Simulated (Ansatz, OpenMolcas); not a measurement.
BGeNH6 (SMILES B[NH][GeH3]): the vertical ionisation energy, rung by rung

The species is BGeNH6 (9 atoms), meant as a singlet with charge 0. SMILES: `B[NH][GeH3]`. The coordinates come from a PBE0-D4/def2-TZVP relaxation.

Each level gives the vertical ionisation energy (to the doublet cation) (eV). The values are calculated.

```
                                                       level                    kind     program  value (eV)  less CCSD(T)/6-31G*
                             HF/6-31G* (spherical functions)            Hartree–Fock  OpenMolcas        9.11                -1.03
                          SVWN5/6-31G* (spherical functions)                     LDA      Ansatz       10.16                +0.02
                         revPBE/6-31G* (spherical functions)                     GGA      Ansatz       10.03                -0.11
                        r2SCAN0/6-31G* (spherical functions)         hybrid meta-GGA      Ansatz       10.26                +0.12
                          HSE06/6-31G* (spherical functions)  range-separated hybrid      Ansatz       10.27                +0.13
                       PBE-QIDH/6-31G* (spherical functions)           double hybrid      Ansatz       10.42                +0.28
                        RPA@PBE/6-31G* (spherical functions)                     RPA      Ansatz       10.00                -0.14
                       RPA@PBE0/6-31G* (spherical functions)                     RPA      Ansatz       10.09                -0.05
                            MP2/6-31G* (spherical functions)     perturbation theory      Ansatz       10.43                +0.29
CCSD(T)/6-31G* (spherical functions), open shells restricted   coupled cluster or CI  OpenMolcas       10.14                 0.00
```

CCSD(T)/6-31G* (spherical functions), open shells restricted is the highest level here, not the true value. All-electron rows without a relativistic Hamiltonian named are non-relativistic. The values span 9.11 to 10.43 eV. In the correlated wave-function rows the outer d shell of Ge is correlated, in sets not made for it.
